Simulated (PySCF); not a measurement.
CH₁₀FNSi₃, SMILES [SiH3][C@H]([Si@H]([SiH3])F)N.

Geometry: B3LYP-D3(BJ)/def2-SVP. The structure was generated by enumeration; whether it is a known compound was not checked. The values are those of a single conformer.

The numbers are results of SMD-M06-2X/def2-SVP (PySCF), not measurements.

Solvation free energies are E(SMD) − E(gas) at the gas-phase geometry, for 1 M in both phases. In vacuum the dipole moment is 2.58 D.

```json
[
 {"solvent": "water", "ΔG(solv) (kcal/mol)": "0.4", "its non-electrostatic (CDS) part": "5.9", "dipole (D)": "3.29"},
 {"solvent": "acetone", "ΔG(solv) (kcal/mol)": "___", "its non-electrostatic (CDS) part": "___", "dipole (D)": "___"},
 {"solvent": "dimethylsulfoxide", "ΔG(solv) (kcal/mol)": "-2.8", "its non-electrostatic (CDS) part": "2.6", "dipole (D)": "3.28"}
]
```

**Question.** What belongs in the gaps? (The exact figures need the calculation; the answer reports its results.)

**Answer.** 
- acetone, ΔG(solv) (kcal/mol): -4.5
- acetone, its non-electrostatic (CDS) part: 0.7
- acetone, dipole (D): 3.24
